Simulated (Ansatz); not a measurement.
```yaml
crystal:
  periodic: [true, true, true]
  atoms:
    - {symbol: F, position_ang: [-0.371496, -1.518518, 0.987798]}
    - {symbol: Ga, position_ang: [-0.463435, -0.156484, -0.098654]}
    - {symbol: S, position_ang: [1.270054, 1.140062, -0.274344]}
    - {symbol: Br, position_ang: [-2.395379, 0.131733, -1.229874]}
    - {symbol: H, position_ang: [1.960256, 0.403207, 0.615074]}
basis:
  gaussian: {orbitals: def2-mTZVP}
total_charge: 1
magnetization: {spin_polarized: true, initial_magnetization: 1}
hamiltonian: {xc: {name: HF}}
correlation: {method: mp2}
accuracy: high
output: {forces: true}
```

```sh
$ ansatz run in.yaml --threads 4 --pin off --events-out ev --progress --plain --max-ram 10444MiB
```

It prints (some lines left out):

```
Error: YAML parse error: error: line 2 column 3: crystal: missing field `lattice` (a structure is typed as `lattice` and `atoms`, a molecule's as `atoms` in Å alone, or read from a run's directory, `checkpoint`)
 --> <input>:2:3
1 | crystal:
2 |   periodic: [true, true, true]
3 |   atoms:
4 |     - {symbol: F, position_ang: [-0.371496, -1.518518, 0.987798]}
```

Something in this input is off. What?

The molecule is marked periodic without a cell. The input was rejected before any iteration.
